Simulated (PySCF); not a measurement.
A structure optimised at r2SCAN-D4/def2-SVP, used in a PySCF frequency run:

```
B
Br 1 1.9050
Br 1 1.9050 2 120.00
Br 1 1.9050 2 120.00 3 180.00
```

Q: Write its SMILES, formula and point group.

A: BrB(Br)Br, BBr3, D3h

Q: What are its rotational constants (standard atomic weights)?

A: 1.1619, 1.1619, 0.58095 GHz
